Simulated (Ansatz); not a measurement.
Species: diarsenic, As₂, charge 0, multiplicity 1. 
Structure (B3LYP-D3(BJ)/def2-TZVP (Ansatz, a first-principles code) minimum search):
SMILES: [As]#[As]
```xyz
2

As     0.0000     0.0000    -1.0521
As     0.0000     0.0000     1.0521
```
Charge 0, spin multiplicity 1.

Basis-set convergence of Hartree-Fock and MP2 correlation energies (hartree) with Ansatz. Cores are frozen in the correlated levels unless marked. Spin-orbit coupling is left out. Frozen are the shells of the preceding noble gas and the d and f shells that filled before the atom's block. No relativistic terms.

The Hartree-Fock reference is unstable (checked in the largest basis), which strains HF and MP2. 

```tsv
basis	functions	E(HF)	E(corr, MP2)
aug-cc-pVDZ	72	-4468.35200	-0.21685
aug-cc-pVTZ	118	-4468.49306	-0.25979
aug-cc-pVQZ	186	-4468.49834	-0.27627
```

Extrapolating the two largest sets (X = 3 and 4) as X^-3: E(corr) = (64·(-0.27627) - 27·(-0.25979))/37 = -0.2883 Eh, an estimate of the basis-set limit. The largest set recovers 95.8 % of it, the smallest 75.2 %.
